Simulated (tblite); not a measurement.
Species: C7H11NO.
Atom-mapped SMILES: `[CH2:1]=[C:2]1[CH2:3][CH2:4][C@H:5]1[NH:6][C:7]([CH3:8])=[O:9]` (hydrogens: H10, H11 on C1; H12, H13 on C3; H14, H15 on C4; H16 on C5; H17 on N6; H18, H19, H20 on C8)

Computed with GFN2-xTB (tblite), gas phase: L-BFGS steps from a force-field or distance-geometry start until the largest atomic force falls under 0.01 eV/Å.

Step 31: E = -749.8272 eV
```
atom  x, y, z in Å  |  force x, y, z in eV/Å
C1     -2.1014    1.6342   -0.7444    0.068  -0.065   0.020
C2     -1.6209    0.4522   -0.4182   -0.005  -0.020  -0.084
C3     -2.0240   -0.9797   -0.6657   -0.025   0.015  -0.021
C4     -1.1313   -1.3849    0.5237   -0.086  -0.032  -0.056
C5     -0.4998    0.0279    0.5089    0.011  -0.026   0.018
N6      0.8086    0.0541   -0.0950    0.023  -0.023  -0.041
C7      1.9491    0.4726    0.5036   -0.021   0.008  -0.011
C8      3.1859    0.2113   -0.3344    0.012   0.024   0.026
O9      1.9843    0.9927    1.5954   -0.100  -0.001   0.082
H10    -2.9629    1.7623   -1.3818    0.074  -0.049   0.041
H11    -1.6317    2.5270   -0.3657   -0.043   0.038  -0.050
H12    -1.6586   -1.3608   -1.6221   -0.038   0.034   0.040
H13    -3.0864   -1.2095   -0.5873    0.041   0.041   0.020
H14    -1.7153   -1.5755    1.4197    0.055   0.021   0.065
H15    -0.4427   -2.2126    0.3638    0.003   0.029  -0.035
H16    -0.4254    0.5566    1.4568    0.033   0.029   0.122
H17     0.8806   -0.3788   -1.0006   -0.029  -0.049  -0.079
H18     3.5327   -0.8034   -0.1489   -0.046  -0.045  -0.032
H19     3.9751    0.8887   -0.0274    0.028   0.076   0.000
H20     2.9787    0.3364   -1.3930    0.042  -0.005  -0.024
```

Step 32: E = -749.8299 eV
```
atom  x, y, z in Å  |  force x, y, z in eV/Å
C1     -2.0930    1.6350   -0.7512    0.050  -0.056   0.020
C2     -1.6238    0.4512   -0.4169    0.026  -0.017  -0.001
C3     -2.0300   -0.9794   -0.6599   -0.008   0.004  -0.018
C4     -1.1300   -1.3904    0.5210   -0.056  -0.001  -0.027
C5     -0.5046    0.0257    0.5121    0.062  -0.012   0.020
N6      0.8029    0.0586   -0.0946    0.068  -0.029  -0.037
C7      1.9441    0.4754    0.5038    0.044   0.033  -0.004
C8      3.1837    0.2143   -0.3334    0.012   0.013   0.010
O9      1.9841    0.9951    1.5961   -0.135  -0.023   0.046
H10    -2.9516    1.7638   -1.3912    0.055  -0.035   0.022
H11    -1.6193    2.5271   -0.3759   -0.039   0.032  -0.050
H12    -1.6687   -1.3572   -1.6174   -0.053   0.003  -0.011
H13    -3.0906   -1.2078   -0.5715    0.006   0.029   0.001
H14    -1.7064   -1.5904    1.4198    0.053   0.016   0.063
H15    -0.4355   -2.2123    0.3512   -0.027   0.046  -0.034
H16    -0.4270    0.5514    1.4630    0.011   0.010   0.083
H17     0.8769   -0.3762   -0.9997   -0.037  -0.038  -0.062
H18     3.5254   -0.8035   -0.1496   -0.041  -0.009  -0.026
H19     3.9751    0.8906   -0.0241   -0.017   0.032  -0.003
H20     2.9830    0.3396   -1.3942    0.025   0.002   0.007
```

Step 33: E = -749.8320 eV
```
atom  x, y, z in Å  |  force x, y, z in eV/Å
C1     -2.0856    1.6348   -0.7562    0.030  -0.032   0.014
C2     -1.6254    0.4499   -0.4157    0.060  -0.001   0.068
C3     -2.0349   -0.9792   -0.6558    0.008  -0.002  -0.003
C4     -1.1298   -1.3946    0.5185   -0.003   0.029   0.018
C5     -0.5074    0.0238    0.5152    0.086  -0.002   0.016
N6      0.7995    0.0616   -0.0949    0.075  -0.037  -0.022
C7      1.9409    0.4781    0.5040    0.065   0.035  -0.001
C8      3.1824    0.2168   -0.3324    0.010   0.009   0.000
O9      1.9813    0.9967    1.5975   -0.141  -0.041   0.002
H10    -2.9416    1.7644   -1.3981    0.029  -0.029   0.000
H11    -1.6106    2.5280   -0.3849   -0.027   0.021  -0.043
H12    -1.6779   -1.3542   -1.6144   -0.058  -0.024  -0.051
H13    -3.0938   -1.2063   -0.5593   -0.030   0.023  -0.012
H14    -1.6982   -1.6015    1.4212    0.048   0.012   0.044
H15    -0.4303   -2.2112    0.3407   -0.048   0.048  -0.033
H16    -0.4280    0.5475    1.4694   -0.002  -0.020   0.021
H17     0.8731   -0.3749   -1.0001   -0.035  -0.019  -0.032
H18     3.5194   -0.8039   -0.1509   -0.033   0.025  -0.015
H19     3.9749    0.8928   -0.0215   -0.041  -0.005  -0.004
H20     2.9868    0.3422   -1.3949    0.009   0.011   0.033
```

Question: Estimate the geometry and energy of step 34. (The exact step hangs on the optimiser's Hessian estimate; all steps are aligned on step 33, rigid shifts and turns removed.)

Answer: E = -749.8344 eV, largest force 0.142 eV/Å
```
atom  x, y, z in Å  |  force x, y, z in eV/Å
C1     -2.0767    1.6341   -0.7614    0.007   0.002   0.006
C2     -1.6260    0.4484   -0.4132    0.085   0.017   0.112
C3     -2.0402   -0.9789   -0.6513    0.021   0.000   0.020
C4     -1.1296   -1.3987    0.5161    0.055   0.051   0.059
C5     -0.5085    0.0216    0.5188    0.085   0.004   0.008
N6      0.7975    0.0643   -0.0955    0.055  -0.049  -0.004
C7      1.9385    0.4819    0.5043    0.047   0.018   0.001
C8      3.1809    0.2198   -0.3313    0.006   0.010  -0.005
O9      1.9757    0.9979    1.5995   -0.121  -0.048  -0.039
H10    -2.9299    1.7646   -1.4057    0.004  -0.030  -0.021
H11    -1.6012    2.5291   -0.3958   -0.010   0.008  -0.030
H12    -1.6896   -1.3519   -1.6121   -0.062  -0.043  -0.074
H13    -3.0980   -1.2040   -0.5460   -0.052   0.021  -0.022
H14    -1.6881   -1.6139    1.4236    0.041   0.012   0.017
H15    -0.4254   -2.2091    0.3283   -0.059   0.035  -0.030
H16    -0.4293    0.5428    1.4767   -0.004  -0.052  -0.046
H17     0.8685   -0.3736   -1.0012   -0.025   0.001   0.000
H18     3.5116   -0.8039   -0.1524   -0.017   0.049   0.000
H19     3.9740    0.8949   -0.0188   -0.041  -0.030   0.001
H20     2.9906    0.3452   -1.3952   -0.012   0.024   0.047
```

The energy changes by -0.0024 eV. The first-order estimate −F·Δx gives -0.0032 eV and the mean of the old and new forces, exact on a quadratic surface, -0.0024 eV. The step makes an angle of 75° with the force vector and moves no atom by more than 0.016 Å.

The cost below is that of the whole relaxation. Time: 2.2 s. Hardware: one thread, Intel Xeon at 2.50 GHz (x86_64), shared host with 64 logical CPUs at a one-minute load of 58.
